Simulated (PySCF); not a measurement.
Dipole polarisabilities along the 5d series

Calculated with PySCF 2.14 for the ground configurations, without spin-orbit coupling: coupled response for Hartree-Fock and DFT. Mean α in bohr³, C₆ of like pairs in atomic units.

```
                                                 species  α UHF  α PBE  α PBE0  α recommended (Schwerdtfeger and Nagle)  C₆ UHF  C₆ PBE  C₆ PBE0
 W [Xe] 4f14 5d4 6s2 (aug-cc-pVQZ-PP with ECP60MDF, ECP)  101.7  72.25   75.10                                  68 ± 15    1254   883.9    924.2
Re [Xe] 4f14 5d5 6s2 (aug-cc-pVQZ-PP with ECP60MDF, ECP)  95.88  65.84   68.77                                   62 ± 3    1121   769.4    806.2
Os [Xe] 4f14 5d6 6s2 (aug-cc-pVQZ-PP with ECP60MDF, ECP)  76.93  55.63   58.41                                   57 ± 3   876.0   628.7    663.6
Pt [Xe] 4f14 5d9 6s1 (aug-cc-pVQZ-PP with ECP60MDF, ECP)  53.79  39.45   40.61                                   48 ± 4   499.2   382.6    388.3
```

Hartree-Fock lacks correlation. All values carry a basis error, and heavy open shells lack spin-orbit coupling.
